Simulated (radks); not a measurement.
Spherical jellium clusters: N electrons in a uniform positive sphere of charge N and radius rs N^(1/3), rs = 3.68 bohr. Method: non-relativistic Kohn-Sham, exchange-only LDA, spin-polarised, spherical densities; computed with a radial shooting solver with Libxc functionals. Levels are named by radial order and angular momentum (1s, 1p, 1d, 2s, ...), and open shells are averaged over m. Each electron was tried in the lowest free levels, single moves between levels near the top were tried too, and the lowest total energy was kept; such a search can miss a lower state. Energies include the self-energy of the background; IP and EA are vertical (highest electron removed, lowest free level filled), at fixed background; spill-out counts the electrons outside the background radius R, and alpha is the static dipole polarisability from linear response (closed shells only). A dash means not computed or, for alpha, an open shell; in EA it means that no bound solution was reached, which is typical of self-interaction and does not show that the anion is unstable. Real open-shell clusters deform, which this model forbids.

N	open shells	2S	E/N (eV)	E(N+1) + E(N-1) - 2E(N) (eV)	IP (eV)	EA (eV)	-e(HOMO) (eV)	spill-out (e)	alpha/R^3
1	1s(up 1, down 0)	1	-0.757	-	-	-	2.756	0.43	-
2	none	0	-0.878	0.764	4.489	-	2.656	0.64	1.879
3	1p(up 1, down 0)	1	-0.663	-0.730	3.352	-	1.684	0.98	-
4	1p(up 2, down 0)	2	-0.739	-0.541	4.020	-	2.275	1.18	-
5	1p(up 3, down 0)	3	-0.892	0.908	4.395	-	2.662	1.31	-
6	1p(up 3, down 1)	2	-0.843	-0.596	3.335	-	1.900	1.48	-
7	1p(up 3, down 2)	1	-0.893	-0.407	3.859	-	2.358	1.61	-
8	none	0	-0.982	1.256	4.181	-	2.678	1.72	1.583
9	1d(up 1, down 0)	1	-0.911	-0.335	2.845	-	1.503	1.93	-
10	1d(up 2, down 0)	2	-0.888	-0.287	3.178	-	1.829	2.09	-
11	1d(up 3, down 0)	3	-0.895	-0.247	3.434	-	2.089	2.23	-
12	1d(up 4, down 0)	4	-0.922	-0.213	3.638	-	2.303	2.34	-
13	1d(up 5, down 0)	5	-0.961	0.453	3.805	-	2.483	2.45	-
14	1d(up 5, down 0) 2s(up 1, down 0)	6	-0.962	0.282	3.305	-	2.127	2.70	-
15	1d(up 5, down 1) 2s(up 1, down 0)	5	-0.944	-0.277	3.061	-	1.866	2.79	-
16	1d(up 5, down 2) 2s(up 1, down 0)	4	-0.945	-0.278	3.301	-	2.100	2.88	-
17	1d(up 5, down 4)	1	-0.963	-0.243	3.567	1.190	2.356	2.87	-
18	none	0	-0.992	0.083	3.712	1.151	2.510	2.95	1.443
19	2s(up 1, down 0)	1	-1.014	0.352	3.599	-	2.449	3.12	-
20	none	0	-1.016	0.495	3.246	-	2.181	3.35	1.489
21	1f(up 1, down 0)	1	-0.995	-0.170	2.782	-	1.668	3.46	-
22	1f(up 2, down 0)	2	-0.983	-0.154	2.936	-	1.827	3.56	-
23	1f(up 3, down 0)	3	-0.978	-0.141	3.071	-	1.968	3.65	-
24	1f(up 4, down 0)	4	-0.980	-0.129	3.192	-	2.095	3.74	-
25	1f(up 5, down 0)	5	-0.987	-0.119	3.299	1.149	2.209	3.82	-
26	1f(up 6, down 0)	6	-0.998	-0.110	3.397	1.258	2.313	3.90	-
27	1f(up 7, down 0)	7	-1.013	0.660	3.485	-	2.408	3.97	-
28	1f(up 7, down 0) 2p(up 1, down 0)	8	-1.002	-0.099	2.803	-	1.814	4.21	-
29	1f(up 7, down 0) 2p(up 2, down 0)	9	-0.996	-0.083	2.946	0.999	1.955	4.43	-
30	1f(up 7, down 0) 2p(up 3, down 0)	10	-0.993	0.031	3.061	-	2.072	4.65	-
31	1f(up 7, down 1) 2p(up 3, down 0)	9	-0.989	-0.615	3.056	1.078	2.055	4.70	-
32	1f(up 7, down 5)	2	-1.005	0.178	3.232	1.224	2.217	4.35	-
33	1f(up 7, down 6)	1	-1.014	-0.095	3.321	1.322	2.311	4.42	-
34	none	0	-1.026	0.307	3.401	1.053	2.397	4.49	1.348
35	2p(up 1, down 0)	1	-1.028	-0.085	3.080	1.172	2.116	4.66	-
36	2p(up 2, down 0)	2	-1.032	-0.068	3.179	1.270	2.213	4.82	-
37	2p(up 3, down 0)	3	-1.038	0.432	3.258	-	2.294	4.98	-
38	2p(up 3, down 1)	2	-1.032	-0.094	2.836	1.030	1.922	5.19	-
39	2p(up 3, down 2)	1	-1.029	-0.080	2.957	1.150	2.042	5.38	-
40	none	0	-1.029	-	3.059	0.937	2.145	5.57	1.435

All shells are closed at N = 2, 8, 18, 20, 34, 40 (there: 1s2 1p6 1d10 2s2 1f14 2p6); the second difference of the energy has clear peaks (12 % above both neighbours; the first and last values, which can be the largest, are not judged, and half-filled shells can peak too) at N = 5, 8, 13, 20, 27, 30, 32, 34, 37.
